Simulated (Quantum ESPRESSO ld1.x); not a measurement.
All-electron atom: the osmium ion Os37+ in [Kr] 4d3. Calculated with ld1.x of Quantum ESPRESSO 7.5: scalar-relativistic Kohn-Sham, relativistic LDA (MacDonald-Vosko exchange, VWN5 correlation), spin-unpolarised, spherical densities, point nucleus. Some entries of the table are withheld. Estimate them.

| orbital | occ. | eigenvalue (Ry) | <r^2> (bohr^2) |
|---|---|---|---|
| 1s | 2 | (1) | 0.0004370 |
| 2s | 2 | -1057.51 | 0.006685 |
| 2p | 6 | -937.329 | 0.005557 |
| 3s | 2 | -333.163 | 0.04245 |
| 3p | 6 | -297.711 | 0.04300 |
| 3d | 10 | (2) | 0.03526 |
| 4s | 2 | -147.553 | 0.1749 |
| 4p | 6 | -134.539 | 0.1875 |
| 4d | 3 | (3) | (4) |
| 5s | 0 | (5) | 0.5224 |
| 5p | 0 | -76.7353 | 0.5656 |

Answer. 
(1) 1s eigenvalue (Ry): -5509.59
(2) 3d eigenvalue (Ry): -258.757
(3) 4d eigenvalue (Ry): -119.345
(4) 4d <r^2> (bohr^2): 0.1889
(5) 5s eigenvalue (Ry): -82.5778
